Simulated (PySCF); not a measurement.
Stepwise substitution at one centre (Si C2H5-I). Gas-phase values, no solvent. One relaxed conformer stands for each flexible species; it need not be the lowest. Strings in code marks are SMILES.

The HOMO from two functionals at the same geometries (B3LYP-D3(BJ)/def2-SVP), both in PySCF: PBE-D3(BJ)/def2-TZVP and B3LYP-D3(BJ)/def2-TZVP. B3LYP has the VWN-RPA correlation part, as in Gaussian. 

```tsv
species	PBE-D3(BJ)/def2-TZVP (eV)	B3LYP-D3(BJ)/def2-TZVP (eV)
1 of 4 C2H5 replaced by I	-6.04	-6.93
2 of 4 C2H5 replaced by I (`CC[Si](I)(I)CC` (C–C–Si–I torsion -59°, I–Si–C–C torsion 59°))	-6.24	-7.10
3 of 4 C2H5 replaced by I (`CC[Si](I)(I)I` (C–C–Si–I torsion 180°))	-6.37	-7.23
4 of 4 C2H5 replaced by I	-6.59	-7.46
```

Over these rows, drawn at random from the members with no instability flagged (it was tested for open shells, ions and some series alone), PBE minus B3LYP-D3(BJ): mean +0.87 eV, from +0.85 eV to +0.89 eV.
